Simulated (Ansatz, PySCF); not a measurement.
Members of the series B-XY, Y = H; each row names its spin state. Gas-phase values, no solvent. One relaxed conformer stands for each flexible species; it need not be the lowest. Strings in code marks are SMILES.

Quantity: adiabatic spin-state energy, in kJ/mol. HF references are unrestricted for open shells and restricted for singlets. The restricted reference of `[BH-]N`, `[BH-]C=C` and `[BH-]S` is unstable towards unrestricted orbitals. Levels without diffuse functions put anions too high.

Level 1: PBE-D3(BJ)/def2-TZVPD // PBE-D3(BJ)/def2-SVPD (PySCF)
Level 2: frozen-core MP2/aug-cc-pVTZ // PBE-D3(BJ)/def2-SVPD (Ansatz, an electronic-structure program)
Level 3: B3LYP/6-31G* // PBE-D3(BJ)/def2-SVPD (PySCF)
Level 4: PBE/6-31G* // PBE-D3(BJ)/def2-SVPD (PySCF)

```
species                                          level 1  level 2  level 3  level 4
-----------------------------------------------  -------  -------  -------  -------
`[BH-]B`: multiplicity 3 minus multiplicity 1       65.4     73.2     55.6     52.2
`[BH-]N`: multiplicity 3 minus multiplicity 1       97.0    101.2     85.9     73.9
`[BH-]C=C`: multiplicity 3 minus multiplicity 1   -13.48     1.81   -25.99   -29.72
`[BH-]S`: multiplicity 3 minus multiplicity 1       51.5     63.1     46.8    34.87
```
